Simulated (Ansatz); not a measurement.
Geometry optimisation, RKS PBE-D4/def2-SVP in Ansatz.

The input (input.yaml):

```yaml
crystal:
  periodic: [false, false, false]
  atoms:
    - { symbol: B, position_ang: [0.036487, -0.251177, -0.089786] }
    - { symbol: H, position_ang: [-0.001619, -0.494917, 1.094459] }
    - { symbol: C, position_ang: [1.404597, -0.070626, -0.831688] }
    - { symbol: H, position_ang: [1.907409, -1.063719, -0.86134] }
    - { symbol: H, position_ang: [1.289683, 0.287888, -1.873448] }
    - { symbol: H, position_ang: [2.090096, 0.607425, -0.283786] }
    - { symbol: O, position_ang: [-1.126564, -0.289494, -0.800866] }
    - { symbol: H, position_ang: [-1.907293, -0.463927, -0.247043] }
    - { symbol: Cl, position_ang: [-0.083385, 2.534196, 1.187213] }
    - { symbol: H, position_ang: [0.081989, 1.280851, 1.628685] }
basis:
  gaussian: { orbitals: def2-SVP }
hamiltonian:
  xc: pbe
  dispersion: d4
relax:
  f_tol: 0.03
  max_steps: 50
```

Run as:

```bash
$ ansatz run input.yaml --threads 2 --pin off --max-ram 3072MiB --backend cpu --events-out ev --progress --plain --runs-dir out
```

**Question.** Where does it end, and by what steps?

**Answer.** It converged. The force dipped under the threshold on the way, but the program's further checks kept it going. After 11 steps the energy has fallen by 0.063 eV; Cl9 moved furthest, 0.48 Å.

```
step  energy less start (eV)  largest force component (eV/Å)  accepted
   0                  0.0000                           0.767       yes
   1                 -0.0172                           1.125       yes
   2                 -0.0374                           0.734       yes
   3                 -0.0462                           0.621       yes
   4                 -0.0507                           0.425       yes
   5                 -0.0460                           0.735        no
   6                 -0.0587                           0.052       yes
   7                 -0.0614                           0.026       yes
   8                 -0.0571                           0.376        no
   9                 -0.0623                           0.048       yes
  10                 -0.0623                           0.070       yes
  11                 -0.0629                           0.024       yes
```

```xyz
10
Properties=species:S:1:pos:R:3
B 0.001 -0.280 -0.166
H -0.075 -0.374 1.066
C 1.386 -0.102 -0.871
H 2.069 -0.934 -0.591
H 1.314 -0.052 -1.975
H 1.877 0.824 -0.499
O -1.145 -0.367 -0.893
H -1.940 -0.466 -0.339
Cl 0.122 2.568 1.623
H 0.084 1.259 1.568
```

The run took 20 s on 2 threads of Arm Neoverse V1, on a shared host, peak memory 0.14 GiB.
